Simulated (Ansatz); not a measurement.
What each rung costs, and what it gives

Saddle point of Si$_{2}$NH$_{8}$Cl, singlet (SiNH₄Cl ([NH2][SiH2][Cl]) + SiH₄ → Si₂NH₇ ([NH2][SiH2][SiH3]) + HCl; bonds formed: Si1–Si7, Cl2–H6; bonds broken: Si1–Cl2, H6–Si7), PBE0-D4/def2-TZVP structure:

```
12
angstrom
Si -0.8796 -0.1907 0.2068
Cl 0.3778 -2.1627 -1.0983
H -1.9173 -0.4587 -0.8001
H -1.1353 1.1727 0.7825
N -0.6308 -1.1357 1.5755
H 0.4978 -0.4570 -0.8479
Si 0.9622 1.2295 -0.8749
H -0.2844 -2.0779 1.5070
H -0.5512 -0.7184 2.4870
H 1.5574 1.7396 0.3823
H 2.0130 0.8753 -1.8609
H -0.0097 2.1841 -1.4592
```

Barriers are electronic and count from the start structure reached by relaxing down the imaginary mode.

Ansatz 0.2.0; basis: as named in each row; cores frozen in the correlated methods. B3LYP uses VWN-RPA correlation. Extrapolation: Hartree–Fock as exp(−7.88 √X), correlation as X^−2.97.

Times are rough, for one single point on 4 threads of a shared host (Intel Xeon).

The estimate by CCSD(T) at an estimated basis limit (MP2 extrapolated from triple and quadruple zeta, plus CCSD(T) − MP2 in triple zeta) is 2.498 eV.

```csv
method,basis,time (s),barrier (eV),method less estimate
HF,STO-3G,under 1,4.811,2.313
PBE-D4,STO-3G,under 1,2.951,0.453
SPW92,def2-SVP,1,1.743,-0.755
B3LYP-D4,6-31G,2,2.233,-0.265
PBE-D4,def2-SVP,2,2.031,-0.468
PBE0-D4,def2-SVP,3,2.285,-0.213
SPW92,def2-TZVPP,3,1.683,-0.815
BLYP-D4,def2-TZVPP,4,2.213,-0.285
PBE-D4,def2-TZVPP,4,1.972,-0.527
r2SCAN-D4,def2-TZVPP,6,2.185,-0.313
PBE0-D4,def2-TZVPP,6,2.211,-0.287
BHLYP-D4,def2-TZVPP,6,2.666,0.168
B3LYP-D4,def2-TZVPP,7,2.393,-0.105
wB97M-V,def2-SVP,8,2.581,0.083
CCSD(T),def2-SVP,9,2.864,0.366
CAM-B3LYP-D4,def2-TZVPP,9,2.544,0.046
r2SCAN0-D4,def2-TZVPP,10,2.348,-0.150
B2PLYP,def2-TZVPP,11,2.538,0.040
RPA on PBE,def2-TZVPP,11,2.598,0.100
B97M-V,def2-TZVPP,12,2.357,-0.141
PBE-QIDH,def2-TZVPP,12,2.451,-0.047
wB97M-V,def2-TZVPP,14,2.507,0.009
wB97X-V,def2-TZVPP,15,2.546,0.048
MP2,def2-QZVPP,54,2.514,0.016
CCSD(T),def2-TZVPP,170,2.580,0.081
```

All methods are single points on the PBE0-D4 structures.

T1 diagnostic: at most 0.014.

Labels in which every atom is bracketed show which atoms are joined, not bond orders.
